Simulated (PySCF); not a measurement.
Bi(OH)(SiH3)2 (BiH7OSi2), SMILES [SiH3][Bi]([OH])[SiH3]. Atoms are numbered in the order given.

```xyz
11

Bi    -0.2513     0.4966     0.0000
O      1.7873     1.0777     0.0000
H      2.3421     0.2874     0.0000
Si     0.1103    -1.4096     1.8541
H      0.2209    -0.7959     3.2131
H     -1.0323    -2.3771     1.8534
H      1.3749    -2.1548     1.5616
Si     0.1103    -1.4096    -1.8541
H      0.2209    -0.7959    -3.2131
H      1.3749    -2.1548    -1.5616
H     -1.0323    -2.3771    -1.8534
```
Charge 0, spin multiplicity 1.

Geometry: PBE0-D3(BJ)/def2-SVP. The structure was generated by enumeration; whether it is a known compound was not checked. The def2 effective core potentials stand for the cores of Bi; spin–orbit coupling is left out. One conformer was computed; it need not be the lowest.

All values below come from PySCF with PBE0-D3(BJ)/def2-SVP.

Frequencies are harmonic and unscaled.

```csv
mode,ν (cm⁻¹),IR (km/mol),moving atoms (share of kinetic energy)
1,65,3.0,H 98 %
2,73,0.4,"Si 53 %, H 35 %"
3,89,5.4,"O 67 %, Si 18 %, H 11 %"
4,107,6.3,"O 41 %, Si 27 %, H 19 %, Bi 13 %"
5,113,1.3,"H 79 %, O 12 %, Si 9 %"
6,229,100.7,H 95 %
7,275,3.3,"Si 77 %, Bi 13 %, H 9 %"
8,275,0.0,"Si 77 %, Bi 13 %, H 10 %"
9,439,0.1,H 91 %
10,457,4.3,"H 85 %, Si 11 %"
11,468,0.8,"H 88 %, Si 11 %"
12,512,0.2,"H 88 %, Si 12 %"
13,541,54.8,O 89 %
14,827,457.5,"H 91 %, Si 9 %"
15,862,262.2,"H 91 %, Si 8 %"
16,892,65.7,H 93 %
17,923,45.7,H 97 %
18,928,24.8,H 97 %
19,931,9.1,H 97 %
20,936,39.7,H 97 %
21,2203,55.8,H 99 %
22,2207,82.8,H 99 %
23,2219,5.5,H 96 %
24,2224,158.4,H 96 %
25,2229,131.3,H 96 %
26,2230,43.1,H 96 %
27,3867,38.0,H 94 %
```
